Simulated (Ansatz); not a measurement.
# Nudged elastic band run: C3H6OSi

Input file:

```yaml
crystal:
  periodic: [false, false, false]
  atoms:
    - { symbol: C, position_ang: [-1.651716, 0.651045, 0.18331] }
    - { symbol: C, position_ang: [-0.273032, 0.099526, 0.038547] }
    - { symbol: C, position_ang: [0.483278, -0.761955, 0.782493] }
    - { symbol: Si, position_ang: [1.757954, -0.479978, -0.51128] }
    - { symbol: O, position_ang: [0.447171, 0.531081, -1.090458] }
    - { symbol: H, position_ang: [-1.616311, 1.753726, 0.232179] }
    - { symbol: H, position_ang: [-2.261413, 0.385005, -0.698229] }
    - { symbol: H, position_ang: [-2.139607, 0.264142, 1.0906] }
    - { symbol: H, position_ang: [0.219651, -1.267374, 1.708422] }
    - { symbol: H, position_ang: [2.991036, 0.323179, -0.217723] }
    - { symbol: H, position_ang: [2.108389, -1.555396, -1.49736] }
basis:
  gaussian: { orbitals: "6-31G*" }
hamiltonian:
  xc: pbe
neb:
  order_check: false
  images: 7
  f_tol: 0.05
  max_iterations: 60
  initial_path: linear
  final_atoms:
    - { symbol: C, position_ang: [-1.6441689, 0.67896844, 0.19409235] }
    - { symbol: C, position_ang: [-0.26513554, 0.11138115, 0.03493107] }
    - { symbol: C, position_ang: [0.40395052, -0.91685463, 0.64081392] }
    - { symbol: Si, position_ang: [1.78240621, -0.4456443, -0.47465661] }
    - { symbol: O, position_ang: [0.55279563, 0.72546387, -0.92711804] }
    - { symbol: H, position_ang: [-1.78682944, 1.52601779, -0.49369427] }
    - { symbol: H, position_ang: [-2.40864016, -0.08696224, -0.02108069] }
    - { symbol: H, position_ang: [-1.80608416, 1.02779501, 1.2280333] }
    - { symbol: H, position_ang: [0.05268921, -1.58819307, 1.42081328] }
    - { symbol: H, position_ang: [3.01606294, 0.22488576, 0.05442368] }
    - { symbol: H, position_ang: [2.1683537, -1.31385678, -1.63605699] }
```

Launched with:

```bash
$ ansatz run input.yaml --threads 1 --pin off --max-ram 2048MiB --backend cpu --events-out ev --progress --plain --runs-dir out
```

Output, in part (warnings, iteration lines, the closing report on the highest movable image, with atoms numbered from 0):

```
NEB end point (image 0): max|allowed force component| = 1.087e-2 eV/Å (the criterion of neb.relax_end_points is 1.000e-2)
NEB end point (image 8): max|allowed force component| = 1.055e-2 eV/Å (the criterion of neb.relax_end_points is 1.000e-2)
NEB iter   1: max|band force component| = 3.082e0 eV/Å  barrier→ = 0.4089 eV  barrier← = 0.3444 eV  Δτ_max = 0.0630 Å  (246 SCF iters)
NEB iter   2: max|band force component| = 7.398e-1 eV/Å  barrier→ = 0.0692 eV  barrier← = 0.0047 eV  Δτ_max = 0.0212 Å  (216 SCF iters)
NEB iter   3: max|band force component| = 1.297e-1 eV/Å  barrier→ = 0.0617 eV  barrier← = -0.0027 eV  CI = image 7  Δτ_max = 0.0529 Å  (219 SCF iters)
NEB iter   4: max|band force component| = 1.042e-1 eV/Å  barrier→ = 0.0637 eV  barrier← = -0.0008 eV  CI = image 7  Δτ_max = 0.0259 Å  (209 SCF iters)
NEB iter   5: max|band force component| = 6.836e-2 eV/Å  barrier→ = 0.0642 eV  barrier← = -0.0002 eV  CI = image 7  Δτ_max = 0.0148 Å  (213 SCF iters)
NEB iter   6: max|band force component| = 2.859e-2 eV/Å  barrier→ = 0.0644 eV  barrier← = -0.0001 eV  CI = image 7  Δτ_max = 0.0000 Å  (409 SCF iters)
Total energy: -13121.84709985 eV, -482.2189866120 hartree
Atom 0 at    -1.645954     0.675247     0.193961 Å, force     0.004714    -0.000768     0.006114 eV/Å
Atom 1 at    -0.265487     0.110636     0.034788 Å, force    -0.007630    -0.008013    -0.013227 eV/Å
Atom 2 at     0.373944    -0.973783     0.571049 Å, force     0.003871     0.005378     0.009699 eV/Å
Atom 3 at     1.795947    -0.418793    -0.447142 Å, force    -0.007809    -0.003310    -0.009564 eV/Å
Atom 4 at     0.590153     0.796977    -0.841972 Å, force     0.005186     0.002156     0.006591 eV/Å
Atom 5 at    -1.753052     1.589789    -0.408583 Å, force    -0.000844    -0.000010     0.002550 eV/Å
Atom 6 at    -2.406100    -0.055944    -0.130298 Å, force     0.001759     0.003938    -0.002892 eV/Å
Atom 7 at    -1.848875     0.917802     1.250926 Å, force    -0.000865    -0.002220    -0.002617 eV/Å
Atom 8 at    -0.008563    -1.705880     1.278201 Å, force     0.000511     0.001744     0.001658 eV/Å
Atom 9 at     3.012069     0.193138     0.184004 Å, force    -0.001970     0.001290     0.001692 eV/Å
Atom 10 at     2.221317    -1.186189    -1.664434 Å, force     0.003078    -0.000186    -0.000004 eV/Å
Dipole moment:    -0.141252    -0.129021     0.155237 e Å
```

The run converged. The highest image is an end point: on this band no image between the ends rises above it.

Final band (atoms are numbered from 1 in the order of the input):

```json
{"image": "0", "path coordinate (Å)": "0.00", "energy (kcal/mol)": "0.0", "dihedral H7–C1–C2–C3 (°)": "-121"}
{"image": "1", "path coordinate (Å)": "0.23", "energy (kcal/mol)": "0.1", "dihedral H7–C1–C2–C3 (°)": "-112"}
{"image": "2", "path coordinate (Å)": "0.46", "energy (kcal/mol)": "0.3", "dihedral H7–C1–C2–C3 (°)": "-104"}
{"image": "3", "path coordinate (Å)": "0.68", "energy (kcal/mol)": "0.5", "dihedral H7–C1–C2–C3 (°)": "-95"}
{"image": "4", "path coordinate (Å)": "0.91", "energy (kcal/mol)": "0.9", "dihedral H7–C1–C2–C3 (°)": "-87"}
{"image": "5", "path coordinate (Å)": "1.14", "energy (kcal/mol)": "1.2", "dihedral H7–C1–C2–C3 (°)": "-78"}
{"image": "6", "path coordinate (Å)": "1.37", "energy (kcal/mol)": "1.4", "dihedral H7–C1–C2–C3 (°)": "-70"}
{"image": "7", "path coordinate (Å)": "1.60", "energy (kcal/mol)": "1.5", "dihedral H7–C1–C2–C3 (°)": "-61"}
{"image": "8", "path coordinate (Å)": "1.63", "energy (kcal/mol)": "1.5", "dihedral H7–C1–C2–C3 (°)": "-60"}
```

Run time: 2.5 min on 1 thread of Arm Neoverse V2 (shared host), peak memory 0.27 GiB.
